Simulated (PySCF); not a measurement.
# HBr⁻: energy against distance

Set-up: H def2-TZVPPD, Br def2-TZVPPD; no relativity (PySCF 2.14). Energies in eV from H + Br⁻ in their ground configurations at the same level. State: ²Σ⁺ (doublet), unpaired electrons σ ↑.

```csv
R (Å),r²SCANh,UHF-CCSD,B97-3
1.910,-0.2553,,-0.0520
1.999,-0.3033,-0.0816,-0.1004
2.088,-0.3331,-0.1109,-0.1315
2.154,-0.3454,-0.1243,-0.1458
2.221,-0.3509,-0.1319,-0.1536
2.288,-0.3507,-0.1348,-0.1563
2.377,-0.3439,-0.1335,-0.1539
2.487,-0.3279,-0.1263,-0.1439
2.621,-0.3023,-0.1136,-0.1259
2.799,-0.2635,,-0.0979
```

Question: Put a parabola through the three lowest points of the r²SCANh curve and estimate Re, k and ωe (reduced mass 0.9951 u; 1 eV/Å² = 0.16022 mdyn/Å; ωe = 1302.8·√(k/μ) cm⁻¹).

Answer: Through R = 2.154, 2.221, 2.288 Å the second-order coefficient is 0.635 eV/Å², so Re ≈ 2.252 Å, k ≈ 0.203 mdyn/Å and ωe ≈ 589 cm⁻¹. A polynomial fit of higher order to the unrounded r²SCANh energies gives Re = 2.252 Å, k = 0.180 mdyn/Å, ωe = 554 cm⁻¹; anharmonicity and rounding make the difference.

The higher-order fit for each curve: r²SCANh: Re = 2.252 Å, ωe = 554 cm⁻¹, De = 0.351 eV; UHF-CCSD: Re = 2.308 Å, ωe = 441 cm⁻¹, De = 0.135 eV; B97-3: Re = 2.297 Å, ωe = 490 cm⁻¹, De = 0.156 eV.

Correlated steps freeze 9 core orbitals. The bond is weak. Basis-set superposition, not corrected here, can be much of De in a small basis, most of all at correlated wavefunction levels. Spin–orbit coupling is left out. For an ion De counts to the pair picked by the measured ionisation energies or electron affinities, which need not be the lowest pair at this level. The highest Kohn–Sham level is positive in this anion. Much of that is self-interaction error, but it also means that the finite basis helps to hold the extra electron. The state is the lowest determinant that a PBE0 search found; another state may lie lower at other levels.
